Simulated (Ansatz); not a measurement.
Start from `[GeH3][c]1ccccc1` and change one atom or group to get `C[Si](Cl)(Cl)c1ccccc1`.

Ansatz, PBE0-D4/def2-TZVP geometries, multiplicity 1. Each molecule was computed in one conformer, which needn't be the lowest.

Scalar relativity is left out up to krypton.

```tsv
property	`[GeH3][c]1ccccc1`
HOMO energy (PBE/def2-TZVPP) / eV	-6.39
size of the dipole moment (B3LYP/def2-TZVPP) / D	0.81
LUMO energy (PBE0/def2-TZVPP) / eV	-0.56
HOMO energy (ωB97M-V/def2-TZVPP) / eV	-9.42
LUMO energy (PBE/def2-TZVPP) / eV	-1.45
LUMO energy (B3LYP/def2-TZVPP) / eV	-0.74
```

Problem. Give the same properties after the change, and the shifts. (An estimate is asked.)

Solution. The calculation gave: 
| property | `C[Si](Cl)(Cl)c1ccccc1` | shift |
| --- | --- | --- |
| HOMO energy (PBE/def2-TZVPP) / eV | -6.61 | -0.22 |
| size of the dipole moment (B3LYP/def2-TZVPP) / D | 2.55 | 1.74 |
| LUMO energy (PBE0/def2-TZVPP) / eV | -1.03 | -0.47 |
| HOMO energy (ωB97M-V/def2-TZVPP) / eV | -9.68 | -0.26 |
| LUMO energy (PBE/def2-TZVPP) / eV | -1.89 | -0.44 |
| LUMO energy (B3LYP/def2-TZVPP) / eV | -1.19 | -0.45 |

With PBE0 the HOMO falls by 0.24 eV and the LUMO falls by 0.47 eV, so the gap narrows by about 0.23 eV. PBE moves the HOMO by -0.22 eV and ωB97M-V by -0.26 eV. Dipoles are sizes alone; their direction can turn.

B3LYP here is the variant with VWN-RPA as its local correlation; programs differ in this.
